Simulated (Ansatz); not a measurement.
Program: Ansatz 0.2.0.

Basis-set series for `BS[Si](N)(O)F`. Charge 0, multiplicity 1. Geometry: relaxed with PBE0-D4/def2-TZVP. It is one conformer, not always the lowest.

```xyz
11

B    -0.1183   -2.2243    0.7419
S     0.5365   -1.3610   -0.6602
Si    0.2300    0.6905   -0.0699
N     0.4857    1.7932   -1.3115
O    -1.2810    0.9024    0.4813
F     1.3287    0.9693    1.0446
H    -0.0668   -3.4148    0.7242
H    -0.6089   -1.6473    1.6685
H     1.4015    2.1152   -1.5700
H    -0.2209    2.0108   -1.9919
H    -1.6866    0.1659    0.9430
```

```json
{"functional": "PBE0-D4", "basis": "def2-SVP", "functions": "117", "energy (Eh)": "-944.60384", "HOMO (eV)": "-7.87", "LUMO (eV)": "-1.44"}
{"functional": "PBE0-D4", "basis": "def2-TZVPP", "functions": "278", "energy (Eh)": "-945.17627", "HOMO (eV)": "-8.05", "LUMO (eV)": "-1.59"}
{"functional": "ωB97M-V", "basis": "def2-SVP", "functions": "117", "energy (Eh)": "-945.00753", "HOMO (eV)": "-10.15", "LUMO (eV)": "0.63"}
{"functional": "ωB97M-V", "basis": "def2-TZVPP", "functions": "278", "energy (Eh)": "-945.58729", "HOMO (eV)": "-10.33", "LUMO (eV)": "0.35"}
```

(1) Give the rows for def2-QZVPP. (Best estimate.)

Results:

(1) The calculation gave: 
| functional | basis | functions | energy (Eh) | HOMO (eV) | LUMO (eV) |
| --- | --- | --- | --- | --- | --- |
| PBE0-D4 | def2-QZVPP | 518 | -945.21386 | -8.09 | -1.64 |
| ωB97M-V | def2-QZVPP | 518 | -945.62251 | -10.37 | 0.26 |

Positive LUMOs are unbound and depend on the basis.
